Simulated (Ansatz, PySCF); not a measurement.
H2S2, SMILES SS.

Geometry optimised at PBE0-D3(BJ)/def2-TZVP.

Vertical ionisation energy (IE) and electron affinity (EA) in eV. Rows of orbital energies are one-electron estimates. Where ΔSCF, EOM or ADC give a negative EA the extra electron is unbound and the value depends on the basis.

```tsv
level	IE	EA
−ε(HOMO), −ε(LUMO), CAM-B3LYP/def2-TZVPD (PySCF)	8.91	0.17
−ε(HOMO), −ε(LUMO), r2SCAN/def2-TZVPD (PySCF)	6.61	1.81
−ε(HOMO), −ε(LUMO), PBE/def2-TZVPD (PySCF)	6.36	2.08
EOM-CCSD/aug-cc-pVDZ (PySCF)	9.87	-0.63
ADC(2)/aug-cc-pVDZ (PySCF)	9.49	-0.60
ΔSCF, ωB97X-V/def2-TZVPD (Ansatz), final states of multiplicity 2 and 2	10.08	-0.72
ΔSCF, PBE/def2-TZVPD (Ansatz), final states of multiplicity 2 and 2	9.76	-0.22
```

**Question.** What vertical singlet–triplet gap does ΔSCF give with ωB97X-V/def2-TZVPD (Ansatz, a quantum-chemistry and plane-wave program) and with PBE/def2-TZVPD (Ansatz)? (The exact figures need the calculation; the answer reports its results.)

**Answer.** 4.46 and 3.92 eV (triplet above singlet where positive).

**Question.** Beyond the first one, list the lowest photoelectron lines from PySCF 2.14.0 with ADC(2)/aug-cc-pVDZ with their pole strengths (two spins summed). (The exact figures need the calculation; the answer reports its results.)

**Answer.** 9.52 eV (1.81), 12.20 eV (1.79), 13.72 eV (1.78), 15.16 eV (1.79), 21.02 eV (1.56).
